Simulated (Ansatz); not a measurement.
CCl₂F, SMILES F[C](Cl)Cl, multiplicity 2.

The structure is a stationary point at TPSSh-D3(BJ)/def2-SVP. The isomer is the one that the SMILES or the coordinates give; other isomers of the formula were not compared.

Two levels are set side by side: PBE/def2-SVPD (Ansatz, a first-principles code) and PBE0/def2-SVPD (Ansatz). Energy differences of separate SCF runs at the same geometry; the states with an electron removed or added have multiplicity 1 and 1. Differences are taken from unrounded values.

```csv
quantity,PBE
vertical ionisation energy (eV),9.18
vertical electron affinity (eV),0.66
```

These are the PBE values. What does PBE0 give? (An estimate is asked for; the answer gives what the named calculation found.)


| quantity | PBE0 | PBE minus PBE0 |
|---|---|---|
| vertical ionisation energy (eV) | 9.62 | -0.45 |
| vertical electron affinity (eV) | 0.66 | 0.00 |
